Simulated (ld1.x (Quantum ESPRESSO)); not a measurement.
The numbers below are computed, except where a source is named.
# Potentials for In (Z = 49) compared

Generated with ld1.x 7.5 (TM, RRKJ, ultrasoft, PAW), atompaw 4.2 or ONCVPSP 4.0.1. The cutoff is in Ry: for ld1.x and atompaw files where the sum of valence levels is converged to 10 mRy in a Bessel basis, for ONCV files where the hardest occupied wave has 1 mHa per electron of residual kinetic energy. The error is the largest all-electron minus pseudo excitation energy over each file’s own four to seven test configurations (ionisations up to +4, promotions, holes and added fractions of an electron), all of which were solved. The labels leave out finer settings (local radius, basis sizes, second energies), which also bear on the numbers. Spin-polarised tests are not counted. The rows are a selection from randomly drawn settings: files with unsolved tests, undetermined cutoffs or missed reference levels are left out.

A true bound ghost makes a file unfit for plane-wave use even where its test errors are small: the radial tests pick states by their node count and pass the ghost by.

| potential | cutoff (Ry) | largest error (meV) | bound ghosts |
| --- | --- | --- | --- |
| TM semilocal, PBEsol, scalar-relativistic, rc 1.85/2.30 (sp), local s, core correction no, reference 5s2 5p0 | 18 | +151 | none |
| PAW, PBE, scalar-relativistic, rc 2.20/2.30/1.70 (spd), local smoothed, core correction yes, reference 4d10 5s2 5p1 | 40 | -243 | none |
| ultrasoft, PBE, scalar-relativistic, rc 2.40/3.05/1.25 (spd), local smoothed, core correction yes, reference 4d10 5s2 5p1 | 90 | -163 | none |
| TM, LDA (PZ), fully relativistic, rc 2.10/2.25/1.85 (spd), local s, core correction no, reference 5s1 5p0 | 10 | +339 | d3/2, d5/2 |

Q: Fill in the row for In: TM, BP86, scalar-relativistic, rc 2.15/2.65/1.35 (spd), local smoothed, core correction yes, reference 4d10 5s2 5p0.5.

A: cutoff 90 Ry, largest error -238 meV, bound ghosts: none.
